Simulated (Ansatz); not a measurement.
Reaction (redistribution): `[OH][Sn][F]` + `ClBBr` → `[F][Sn][Br]` + `OBCl`

Calculated with Ansatz (gas phase, PBE0-D4/def2-TZVP geometries, no zero-point term in ΔE). CCSD(T)/CBS adds triple-zeta CCSD(T) − MP2 to the extrapolated MP2 energy (def2 sets, frozen cores). This one scheme is used for every species. Functionals use def2-TZVPP. B3LYP here is the variant with VWN-RPA as its local correlation; programs differ in this. def2 core potentials past Kr. For Br, Sn outer-core shells are correlated without core-valence functions, which leaves a few kJ/mol of doubt a bond. Scalar relativity is left out up to krypton. One conformer a species, not always the lowest.

(1) Is it downhill or uphill in electronic energy at CCSD(T)/CBS, and by how much? (Best estimate.)

(2) What do these levels give: LDA (SPW92), BLYP-D4, r2SCANh-D4, ωB97X-V, B3LYP, r2SCAN0, CAM-B3LYP, LC-ωPBE, RPA@PBE/def2-TZVPP, CCSD/def2-SVP, SCS-MP2/def2-TZVPP, MP2/CBS(def2)? (An estimate is asked.)

(3) What do rigid-rotor, harmonic-oscillator terms from PBE0-D4/def2-TZVP frequencies (298.15 K, 1 bar) make of the CCSD(T)/CBS value? (An estimate is asked.)

Largest T1 diagnostic among the species: 0.018.

Answers

(1) The calculation gave: Downhill: ΔE = -1.47 eV.

(2) Ansatz gave: LDA (SPW92) -1.54, BLYP-D4 -1.52, r2SCANh-D4 -1.56, ωB97X-V -1.52, B3LYP -1.60, r2SCAN0 -1.61, CAM-B3LYP -1.59, LC-ωPBE -1.52, RPA@PBE/def2-TZVPP -1.38, CCSD/def2-SVP -1.76, SCS-MP2/def2-TZVPP -1.45, MP2/CBS(def2) -1.44 eV.

(3) The calculation gave: ΔZPE = +0.06 eV, ΔH = -1.41 eV, ΔS = -2 J/(mol·K), ΔG = -1.40 eV.

From BLYP to BHLYP (50 % exact exchange), in def2-TZVPP and without D4, ΔE moves by −0.15 eV. Leaving LDA and LC-ωPBE aside and taking each functional with its dispersion term where it has one, the values, not all of them listed here, spread over 0.23 eV, from BHLYP-D4 to revPBE-D4. LDA lies −0.04 eV from PBE without D4.
